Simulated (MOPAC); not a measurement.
MOPAC input (AM1):

```
AM1 FORCE THERMO(298,298) PRECISE LET UHF MS=0.5 GEO-OK AUX(PRECISION=9) THREADS=1
H3Cl2OSi2

Si   -2.60238160 1   -0.71546800 1    0.27295854 1
O    -0.97371659 1   -0.16110063 1    0.49135349 1
Si    0.64299521 1    0.31238284 1    0.41599485 1
Cl    0.85697898 1    1.89625102 1   -0.82915510 1
Cl    1.82329369 1   -1.27579119 1   -0.01925509 1
H    -3.50518063 1    0.39083500 1    0.54694508 1
H    -2.78028275 1   -1.17964511 1   -1.09332537 1
H    -2.84517031 1   -1.80300974 1    1.20693967 1
```

Output:

```
 *******************************************************************************
 **                                                                           **
 **                              MOPAC v23.2.5                                **
 **                                                                           **
 *******************************************************************************
 ** MOPAC's Digital Object Identifier: https://doi.org/10.5281/zenodo.6511958 **
 **                                                                           **
 ** Please cite the open-source release paper for use of this MOPAC version:  **
 ** J. E. Moussa and J. J. P. Stewart (2026)                                  **
 ** MOPAC: An open-source semiempirical molecular orbital program             **
 ** J. Open Source Softw., 11(119), 8025, https://doi.org/10.21105/joss.08025 **
 *******************************************************************************

                              AM1 CALCULATION RESULTS

 *******************************************************************************
 *  AM1        - The AM1 Hamiltonian to be used
 *  GEO-OK     - OVERRIDE INTERATOMIC DISTANCE AND OTHER SAFETY CHECKS
 *  UHF        - UNRESTRICTED HARTREE-FOCK CALCULATION
 *  MS=        - IN MECI, MAGNETIC COMPONENT OF SPIN =  0.5
 *  LET        - OVERRIDE SOME SAFETY CHECKS
 *  PRECISE    - TIGHTER CRITERIA TO BE USED
 *  FORCE      - FORCE CALCULATION SPECIFIED
 *  AUX        - OUTPUT AUXILIARY INFORMATION
 *  THERMO     - THERMODYNAMIC QUANTITIES TO BE CALCULATED
 *******************************************************************************
AM1 FORCE THERMO(298,298) PRECISE LET UHF MS=0.5 GEO-OK AUX(PRECISION=9) THREADS=1
 H3Cl2OSi2

   ATOM   CHEMICAL          X               Y               Z
  NUMBER   SYMBOL      (ANGSTROMS)     (ANGSTROMS)     (ANGSTROMS)

     1      Si         -2.60238160  *  -0.71546800  *   0.27295854  *
     2       O         -0.97371659  *  -0.16110063  *   0.49135349  *
     3      Si          0.64299521  *   0.31238284  *   0.41599485  *
     4      Cl          0.85697898  *   1.89625102  *  -0.82915510  *
     5      Cl          1.82329369  *  -1.27579119  *  -0.01925509  *
     6       H         -3.50518063  *   0.39083500  *   0.54694508  *
     7       H         -2.78028275  *  -1.17964511  *  -1.09332537  *
     8       H         -2.84517031  *  -1.80300974  *   1.20693967  *

          CARTESIAN COORDINATES

    NO.       ATOM           X           Y           Z

     1        Si         -2.6024     -0.7155      0.2730
     2         O         -0.9737     -0.1611      0.4914
     3        Si          0.6430      0.3124      0.4160
     4        Cl          0.8570      1.8963     -0.8292
     5        Cl          1.8233     -1.2758     -0.0193
     6         H         -3.5052      0.3908      0.5469
     7         H         -2.7803     -1.1796     -1.0933
     8         H         -2.8452     -1.8030      1.2069

  H: (AM1): M.J.S. DEWAR ET AL, J. AM. CHEM. SOC. 107 3902-3909 (1985)
  O: (AM1): M.J.S. DEWAR ET AL, J. AM. CHEM. SOC. 107 3902-3909 (1985)
 Si: (AM1): M.J.S.DEWAR, C. JIE, ORGANOMETALLICS, 6, 1486-1490 (1987).
 Cl: (AM1): M.J.S. DEWAR AND E. G. ZOEBISCH, THEOCHEM, 180, 1 (1988).

           Empirical Formula: H3 O Si2 Cl2  =     8 atoms
[...]
 EFFECTIVE MASS      1.3360
 FORCE CONSTANT      0.1617

 VIBRATION         14    8A'         ATOM PAIR     ENERGY CONTRIBUTION    RADIAL
 FREQUENCY           890.80         Si1 -- H 6         +42.6% ( 57.0%)      0.1%
 TRANSITION DIPOLE   0.9105         Si1 -- H 8         +42.6% ( 56.9%)      1.2%
 TRAVEL (Ang.)       0.4240         Si1 -- H 7         +12.2% ( 30.5%)     19.5%
 REDUCED MASS        0.4211         Si1 -- O 2          +2.6% ( 14.1%)     32.8%
 EFFECTIVE MASS      1.7439
 FORCE CONSTANT      0.1969

 VIBRATION         15    9A'         ATOM PAIR     ENERGY CONTRIBUTION    RADIAL
 FREQUENCY          1154.66         O 2 -- Si3         +49.1% ( 92.4%)     99.7%
 TRANSITION DIPOLE   7.3127         Si1 -- O 2         +43.6% ( 87.1%)     99.2%
 TRAVEL (Ang.)       0.0744         Si3 -- Cl5          +2.1% ( 19.0%)     10.8%
 REDUCED MASS       10.5482         Si3 -- Cl4          +2.1% ( 19.0%)     10.9%
 EFFECTIVE MASS     17.9735
 FORCE CONSTANT      8.2859

 VIBRATION         16   10A'         ATOM PAIR     ENERGY CONTRIBUTION    RADIAL
 FREQUENCY          2238.71         Si1 -- H 8         +48.9% ( 69.5%)     99.0%
 TRANSITION DIPOLE   0.2771         Si1 -- H 6         +48.2% ( 69.0%)     97.8%
 TRAVEL (Ang.)       0.2541         Si1 -- H 7          +2.8% ( 16.6%)     59.6%
 REDUCED MASS        0.4663
 EFFECTIVE MASS      1.1589
 FORCE CONSTANT      1.3770

 VIBRATION         17    7A"         ATOM PAIR     ENERGY CONTRIBUTION    RADIAL
 FREQUENCY          2241.54         Si1 -- H 6         +50.1% ( 71.3%)     99.2%
 TRANSITION DIPOLE   0.2228         Si1 -- H 8         +49.4% ( 70.8%)     97.5%
 TRAVEL (Ang.)       0.2426         Si1 -- O 2          +0.2% (  4.7%)      0.0%
 REDUCED MASS        0.5111         Si1 -- H 7          +0.2% (  4.5%)      0.2%
 EFFECTIVE MASS      1.4104
 FORCE CONSTANT      1.5131

 VIBRATION         18   11A'         ATOM PAIR     ENERGY CONTRIBUTION    RADIAL
 FREQUENCY          2252.36         Si1 -- H 7         +96.5% ( 98.6%)     99.8%
 TRANSITION DIPOLE   0.2493         Si1 -- H 8          +1.7% ( 13.0%)     64.4%
 TRAVEL (Ang.)       0.1802         Si1 -- H 6          +1.7% ( 13.0%)     56.8%
 REDUCED MASS        0.9222         Si1 -- O 2          +0.2% (  4.3%)      5.3%
 EFFECTIVE MASS      1.3474
 FORCE CONSTANT      2.7564

      SYMMETRY NUMBER FOR POINT-GROUP Cs  =  1

          SYSTEM IS A GROUND STATE

 H3Cl2OSi2

          MOLECULE IS NOT LINEAR

          THERE ARE 18 GENUINE VIBRATIONS IN THIS SYSTEM
          THIS THERMODYNAMICS CALCULATION IS LIMITED TO
          MOLECULES WHICH HAVE NO INTERNAL ROTATIONS

                    CALCULATED THERMODYNAMIC PROPERTIES
                                          *
   TEMP. (K)   PARTITION FUNCTION   H.O.F.    ENTHALPY  HEAT CAPACITY ENTROPY
                                   KCAL/MOL   CAL/MOLE    CAL/K/MOL  CAL/K/MOL

 298.00  VIB.     0.3622D+03                  3200.8937    18.9556    22.4503
         ROT.     0.5866D+06                   888.2803     2.9808    29.3749
         INT.     0.2124D+09                  4089.1740    21.9364    51.8251
         TRA.     0.1707D+28                  1480.4672     4.9680    40.8459
         TOT.                     -159.680    5569.6412    26.9044    92.6710

   *: NOTE: HEATS OF FORMATION ARE RELATIVE TO THE
            ELEMENTS IN THEIR STANDARD STATE AT 298K
              (=  Standard Enthalpy of Formation).

            Hvib:  Zero-point energy is not included.
                   frequencies of less than zero cm-1 are not included.
            Hrot = (3/2)RT
            Htra = (3/2)RT + pV = (5/2)RT

            Heat capacity is Cp, not Cv

          For more information, see: HTTP://OpenMOPAC.net/Manual/thermochemistry.html

           FORCE CONSTANT IN CARTESIAN COORDINATES (Millidynes/A)

    ATOM   CHEMICAL       X               Y               Z
   NUMBER   SYMBOL  FORCE CONSTANT  FORCE CONSTANT  FORCE CONSTANT

      1      Si        6.109446        4.373042        4.359027
      2       O        9.846894        0.529495        0.474961
      3      Si        5.869986        1.249662        2.503675
      4      Cl        0.305469        0.424619        1.429995
      5      Cl        0.304977        0.443686        1.411421
      6       H        0.572365        0.895694        2.025730
      7       H        0.574363        2.613997        0.247064
      8       H        0.573132        0.867603        2.053054

 **********************
 *                    *
 * JOB ENDED NORMALLY *
 *                    *
 **********************

 == MOPAC DONE ==
```
